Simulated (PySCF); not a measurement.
C$_{2}$F$_{6}$, charge -1, doublet, at the geometry of the source list (a state made from the parent by changing its charge; the spin is typed, not shown lowest) (in this run its highest filled SCF level lies above zero, so its values depend strongly on the basis, on diffuse functions most of all); WB97X-V/STO-3G run with PySCF.

The PySCF input:
```python
from pyscf import gto, scf, dft

mol = gto.M(
    atom='''
F     1.39660000   -0.29340000   -1.02660000
C     0.76480000   -0.07020000    0.11950000
F     1.25550000    1.03900000    0.65930000
F     1.01660000   -1.08260000    0.94070000
C    -0.76480000    0.07020000   -0.11950000
F    -1.01670000    1.08270000   -0.94060000
F    -1.25550000   -1.03900000   -0.65940000
F    -1.39660000    0.29330000    1.02660000
''',
    basis='sto-3g',
    charge=-1,
    spin=1,
    verbose=4,
)

mf = dft.UKS(mol)
mf.xc = 'wb97x_v'
mf.kernel()
```

Output, abridged:

```
PySCF version 2.14.0

[INPUT] verbose = 4
[INPUT] num. atoms = 8
[INPUT] num. electrons = 67
[INPUT] charge = -1
[INPUT] spin (= nelec alpha-beta = 2S) = 1
[INPUT] symmetry False subgroup None
[INPUT] Mole.unit = angstrom
[INPUT] Symbol           X                Y                Z      unit          X                Y                Z       unit  Magmom
[INPUT]  1 F      1.396600000000  -0.293400000000  -1.026600000000 AA    2.639191505568  -0.554445644947  -1.939992839478 Bohr   0.0
[INPUT]  2 C      0.764800000000  -0.070200000000   0.119500000000 AA    1.445262540067  -0.132658773944   0.225822271886 Bohr   0.0
[INPUT]  3 F      1.255500000000   1.039000000000   0.659300000000 AA    2.372551149391   1.963425443423   1.245896433926 Bohr   0.0
[INPUT]  4 F      1.016600000000  -1.082600000000   0.940700000000 AA    1.921095578233  -2.045817502454   1.777665365378 Bohr   0.0
[INPUT]  5 C     -0.764800000000   0.070200000000  -0.119500000000 AA   -1.445262540067   0.132658773944  -0.225822271886 Bohr   0.0
[INPUT]  6 F     -1.016700000000   1.082700000000  -0.940600000000 AA   -1.921284550845   2.046006475067  -1.777476392766 Bohr   0.0
[INPUT]  7 F     -1.255500000000  -1.039000000000  -0.659400000000 AA   -2.372551149391  -1.963425443423  -1.246085406538 Bohr   0.0
[INPUT]  8 F     -1.396600000000   0.293300000000   1.026600000000 AA   -2.639191505568   0.554256672335   1.939992839478 Bohr   0.0

nuclear repulsion = 462.209614740052
number of shells = 24
number of NR pGTOs = 120
number of NR cGTOs = 40
basis = sto-3g
ecp = {}

******** <class 'pyscf.dft.uks.UKS'> ********
method = UKS
initial guess = minao
damping factor = 0
level_shift factor = 0
DIIS = <class 'pyscf.scf.diis.CDIIS'>
diis_start_cycle = 1
diis_space = 8
diis_damp = 0
SCF conv_tol = 1e-09
SCF conv_tol_grad = None
SCF max_cycles = 50
direct_scf = True
direct_scf_tol = 1e-13
number electrons alpha = 34  beta = 33
XC library pyscf.dft.libxc version 7.1.2
    S. Lehtola, C. Steigemann, M. J. T. Oliveira, and M. A. L. Marques,  SoftwareX 7, 1–5 (2018)
XC functionals = wb97x_v
    N. Mardirossian and M. Head-Gordon,  Phys. Chem. Chem. Phys. 16, 9904–9924 (2014)
radial grids:
    Treutler-Ahlrichs [JCP 102, 346 (1995); DOI:10.1063/1.469408] (M4) radial grids

becke partition: Becke, JCP 88, 2547 (1988); DOI:10.1063/1.454033
pruning grids: <function nwchem_prune>
grids dens level: 3
symmetrized grids: False
atomic radii adjust function: <function treutler_atomic_radii_adjust>
** Following is NLC and NLC Grids **
NLC functional = wb97x_v
radial grids:
    Treutler-Ahlrichs [JCP 102, 346 (1995); DOI:10.1063/1.469408] (M4) radial grids

becke partition: Becke, JCP 88, 2547 (1988); DOI:10.1063/1.454033
pruning grids: <function nwchem_prune>
grids dens level: 3
symmetrized grids: False
atomic radii adjust function: <function treutler_atomic_radii_adjust>
small_rho_cutoff = 0
Set gradient conv threshold to 3.16228e-05
tot grids = 113808
tot grids = 113808
init E= -666.89624191102

cycle= 1 E= -664.798716824977  delta_E=  2.1  |g|= 0.608  |ddm|= 3.09
cycle= 2 E= -664.976979465503  delta_E= -0.178  |g|= 0.35  |ddm|= 1.23
cycle= 3 E= -665.04413783362  delta_E= -0.0672  |g|= 0.0145  |ddm|= 0.437
cycle= 4 E= -665.044425295983  delta_E= -0.000287  |g|= 0.00253  |ddm|= 0.041
cycle= 5 E= -665.044435978981  delta_E= -1.07e-05  |g|= 0.000586  |ddm|= 0.00856
cycle= 6 E= -665.044436571601  delta_E= -5.93e-07  |g|= 0.000173  |ddm|= 0.00256
cycle= 7 E= -665.044436614134  delta_E= -4.25e-08  |g|= 6.05e-05  |ddm|= 0.000599
cycle= 8 E= -665.044436628422  delta_E= -1.43e-08  |g|= 3.24e-05  |ddm|= 0.000609
cycle= 9 E= -665.044436636091  delta_E= -7.67e-09  |g|= 1.67e-05  |ddm|= 0.000594
cycle= 10 E= -665.044436638915  delta_E= -2.82e-09  |g|= 6.51e-06  |ddm|= 0.000493
cycle= 11 E= -665.044436639141  delta_E= -2.26e-10  |g|= 3.95e-06  |ddm|= 0.0001
Extra cycle  E= -665.044436639189  delta_E= -4.82e-11  |g|= 2.79e-06  |ddm|= 2.53e-05
converged SCF energy = -665.044436639189  <S^2> = 0.75165857  2S+1 = 2.0016579
```
